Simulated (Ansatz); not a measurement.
Input file for Ansatz (a first-principles code): R-r2SCAN/def2-TZVPP on BrCdH (SMILES [Br][CdH]), atoms moved off the minimum. Elements past Kr take the def2 small-core potentials; no spin–orbit coupling.

Ansatz 0.2 input:
```yaml
crystal:
  periodic: [false, false, false]
  atoms:
    - {symbol: Cd, position_ang: [0.10606995, -0.03744719, -0.93245766]}
    - {symbol: H, position_ang: [0.12096877, -0.00328109, -2.63243527]}
    - {symbol: Br, position_ang: [0.15324980, -0.09821281, 1.43006180]}
basis:
  gaussian:
    orbitals: def2-TZVPP
hamiltonian:
  xc: {name: r2SCAN}
scf: {lower_state_search: off}
output: {forces: true}
```

The log:

```
WARN ansatz: RAYON_NUM_THREADS=1 ignored (pool sized by the plan → 1); use --threads N
Functional definition: r2SCAN
these checks for a lower state are left out or cut short: stability, starts, cluster_reference, orbital_swaps, neighbouring_geometries, increment
integrals: 0.04 GiB planned
817 factors; their error is unknown
mean field: 0.32 GiB planned
mean field evaluation 1: about -74628.7055 eV, gradient 2.4e1 eV
mean field evaluation 2: about -74626.9701 eV, gradient 4.0e1 eV
mean field evaluation 4: about -74630.1689 eV, gradient 1.5e0 eV
mean field evaluation 8: about -74630.1477 eV, gradient 2.4e-2 eV
mean field evaluation 16: about -74630.1477 eV, gradient 9.8e-6 eV
mean field -74630.14765475 eV, -2742.6073401812 hartree, gradient 9.8e-6 eV, S^2 0.000000; 0 other end points of the search recorded, 0 dependent functions left out
the calculation of the forces begins
reference -74630.14766551 eV, -2742.6073405765 hartree; 28, 28 occupied and 90, 90 virtual orbitals, 817 factors
Total energy: -74630.14766551 eV, -2742.6073405765 hartree
Atom 0 at     0.106070    -0.037447    -0.932458 Å, force     0.044204     0.020112    -1.318550 eV/Å
Atom 1 at     0.120969    -0.003281    -2.632435 Å, force    -0.035623    -0.007845     0.679222 eV/Å
Atom 2 at     0.153250    -0.098213     1.430062 Å, force    -0.008582    -0.012266     0.639328 eV/Å
Dipole moment:    -0.018429     0.012081    -0.388524 e Å
Checks for a lower state left out: stability, starts, cluster_reference, orbital_swaps, neighbouring_geometries, increment
```

The run converged.

Cost: very roughly 2.6 core-seconds.
